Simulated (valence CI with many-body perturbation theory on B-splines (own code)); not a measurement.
## Energy levels of Os4+

Computed by configuration interaction combined with many-body perturbation theory (CI+MBPT): four valence electrons over a frozen Dirac-Fock core [Xe] 4f14, radial functions for each j: 7 s, 7 p, 8 d, 6 f, 4 g, 1 h, with the one-electron correlation potential Σ1 (screened to all orders), the two-electron term Σ2, the three-electron term Σ3, Breit, model QED; selected single and double excitations, second order for the rest, scaled by the run's own slope (own B-spline code, finite nucleus).

Against 56 measured levels this calculation errs by 798 cm⁻¹ on average and by 2333 at most. These come from a selection out of Palmeri et al., Atoms 14, 22 (2026). Levels without a partner in it may be off by more, other configurations by 1,000 to 8,000 cm⁻¹. Among the levels kept, up to 310 cm⁻¹ of a level comes from second order outside the variational space, and about a tenth of that is noise between levels of different J, which matters for small intervals.

Levels 91 to 135 of 196, with energies above the lowest level, (5d3/2^4) J=0. "Leading %" is the weight of the configuration and term that name the level; weights of strongly mixed levels are sums over their largest components and can fall short. In the jj column 3d3/2^4 stands for four electrons in 3d with j = 3/2. Lifetimes count E1, E2, E3, M1 and M2 decay at the calculated energies, and are blank where another channel may lead or the interval is too uncertain; long ones can be off by a factor of two.

```
No.  Configuration  Term  J  E (eV)  Leading %  Lifetime  Second component      g                  Leading jj
 91          5d³6p   ⁵G°  5  20.355         36    633 ps    30 % 5d³6p ³I°  1.082  5d3/2 5d5/2^2 6p1/2 (47 %)
 92          5d³6p   ⁵P°  2  20.418         43    231 ps    23 % 5d³6p ³P°  1.631  5d3/2 5d5/2^2 6p1/2 (57 %)
 93          5d³6p   ⁵F°  4  20.481         33    286 ps    16 % 5d³6p ³H°  1.130  5d3/2^2 5d5/2 6p3/2 (52 %)
 94          5d³6p   ⁵F°  3  20.490         26    287 ps    20 % 5d³6p ⁵D°  1.282  5d3/2^2 5d5/2 6p3/2 (35 %)
 95          5d³6p   ⁵D°  1  20.540         41    220 ps    21 % 5d³6p ³D°  1.019  5d3/2^2 5d5/2 6p3/2 (79 %)
 96          5d³6p   ³F°  2  20.687         36    599 ps    15 % 5d³6p ⁵D°  0.967  5d3/2 5d5/2^2 6p1/2 (50 %)
 97          5d³6p   ³H°  4  20.783         35    212 ps    21 % 5d³6p ⁵D°  1.087  5d3/2 5d5/2^2 6p1/2 (46 %)
 98         5d²6s²    ³F  2  20.787         85   1.10 μs     9 % 5d²6s² ¹D  0.705         5d3/2^2 6s^2 (87 %)
 99          5d³6p   ³G°  3  20.824         42    170 ps    15 % 5d³6p ⁵D°  1.030  5d3/2^2 5d5/2 6p3/2 (46 %)
100          5d³6p   ⁵D°  0  20.832         44    575 ps    28 % 5d³6p ¹S°         5d3/2 5d5/2^2 6p1/2 (86 %)
101          5d³6p   ³D°  1  20.890         32    367 ps    27 % 5d³6p ⁵D°  1.180  5d3/2 5d5/2^2 6p1/2 (84 %)
102          5d³6p   ⁵G°  5  20.902         35    391 ps    23 % 5d³6p ⁵F°  1.228  5d3/2 5d5/2^2 6p3/2 (41 %)
103          5d³6p   ³F°  2  21.011         30    181 ps    28 % 5d³6p ⁵D°  1.156  5d3/2^2 5d5/2 6p3/2 (48 %)
104          5d³6p   ⁵G°  6  21.103         51    586 ps    31 % 5d³6p ³H°  1.229  5d3/2^2 5d5/2 6p3/2 (43 %)
105          5d³6p   ³F°  2  21.179         37    255 ps    10 % 5d³6p ³D°  1.065  5d3/2^2 5d5/2 6p3/2 (48 %)
106          5d³6p   ³F°  3  21.302         37    236 ps    20 % 5d³6p ⁵P°  1.236  5d3/2^2 5d5/2 6p3/2 (47 %)
107          5d³6p   ³P°  0  21.313         65    179 ps    22 % 5d³6p ⁵D°         5d3/2^2 5d5/2 6p3/2 (74 %)
108          5d³6p   ³D°  1  21.404         46    182 ps    22 % 5d³6p ⁵P°  1.210  5d3/2 5d5/2^2 6p1/2 (74 %)
109          5d³6p   ³G°  4  21.440         51    193 ps    33 % 5d³6p ⁵F°  1.159  5d3/2 5d5/2^2 6p3/2 (49 %)
110          5d³6p   ³H°  6  21.475         33    356 ps    25 % 5d³6p ³I°  1.140  5d3/2 5d5/2^2 6p1/2 (72 %)
111          5d³6p   ³D°  3  21.482         31    241 ps    24 % 5d³6p ⁵P°  1.275  5d3/2^2 5d5/2 6p3/2 (48 %)
112          5d³6p   ³H°  5  21.537         41    269 ps    23 % 5d³6p ³G°  1.116  5d3/2 5d5/2^2 6p1/2 (65 %)
113          5d³6p   ³D°  2  21.583         19    305 ps    19 % 5d³6p ⁵P°  1.384  5d3/2^2 5d5/2 6p3/2 (63 %)
114          5d³6p   ³F°  4  21.700         51    224 ps     8 % 5d³6p ¹G°  1.177  5d3/2^2 5d5/2 6p3/2 (64 %)
115          5d³6p   ⁵D°  3  21.725         34    220 ps    21 % 5d³6p ³D°  1.280  5d3/2^2 5d5/2 6p3/2 (53 %)
116          5d³6p   ³P°  1  21.840         46    198 ps    15 % 5d³6p ³S°  1.457  5d3/2^2 5d5/2 6p3/2 (59 %)
117          5d³6p   ³P°  2  21.867         37    250 ps    34 % 5d³6p ³D°  1.373  5d3/2 5d5/2^2 6p1/2 (38 %)
118         5d²6s²    ³F  3  21.927         95    975 ns                    1.083     5d3/2 5d5/2 6s^2 (95 %)
119          5d³6p   ³G°  4  22.031         52    212 ps    19 % 5d³6p ³F°  1.091        5d5/2^3 6p1/2 (53 %)
120          5d³6p   ³G°  5  22.060         38    159 ps    20 % 5d³6p ³H°  1.154  5d3/2 5d5/2^2 6p3/2 (36 %)
121          5d³6p   ³F°  3  22.084         45    193 ps    17 % 5d³6p ³G°  1.047  5d3/2 5d5/2^2 6p1/2 (55 %)
122          5d³6p   ³G°  5  22.112         38    239 ps    31 % 5d³6p ³I°  1.054        5d5/2^3 6p1/2 (43 %)
123          5d³6p   ³F°  2  22.161         41    167 ps    25 % 5d³6p ¹D°  1.016  5d3/2 5d5/2^2 6p1/2 (31 %)
124          5d³6p   ³F°  4  22.266         36    192 ps    18 % 5d³6p ³G°  1.107  5d3/2 5d5/2^2 6p1/2 (49 %)
125          5d³6p   ³F°  3  22.268         27    172 ps    14 % 5d³6p ³G°  1.120  5d3/2^2 5d5/2 6p1/2 (23 %)
126          5d³6p   ³D°  1  22.358         36    195 ps    28 % 5d³6p ¹P°  0.961  5d3/2^2 5d5/2 6p3/2 (73 %)
127          5d³6p   ³F°  2  22.359         36    236 ps    17 % 5d³6p ¹D°  1.055  5d3/2^2 5d5/2 6p3/2 (39 %)
128          5d³6p   ³D°  2  22.426         39    182 ps    23 % 5d³6p ³P°  1.182  5d3/2^2 5d5/2 6p3/2 (26 %)
129          5d³6p   ⁵D°  4  22.544         34    290 ps    12 % 5d³6p ¹G°  1.190  5d3/2 5d5/2^2 6p3/2 (51 %)
130          5d³6p   ³D°  3  22.553         35    173 ps    20 % 5d³6p ³F°  1.168  5d3/2 5d5/2^2 6p1/2 (54 %)
131          5d³6p   ³H°  5  22.576         46    256 ps    18 % 5d³6p ⁵F°  1.107  5d3/2 5d5/2^2 6p3/2 (58 %)
132          5d³6p   ³H°  6  22.676         30    290 ps    30 % 5d³6p ¹I°  1.116  5d3/2^2 5d5/2 6p3/2 (51 %)
133          5d³6p   ⁵D°  4  22.710         42    264 ps    27 % 5d³6p ¹G°  1.230  5d3/2 5d5/2^2 6p3/2 (54 %)
134          5d³6p   ³P°  1  22.729         43    217 ps    18 % 5d³6p ¹P°  1.167        5d5/2^3 6p1/2 (64 %)
135         5d²6s²    ³P  0  22.754         87    215 ns     8 % 5d²6s² ¹S                5d3/2^2 6s^2 (81 %)
```

Where two levels of one J and parity lie close, their mixing, g and order are uncertain.
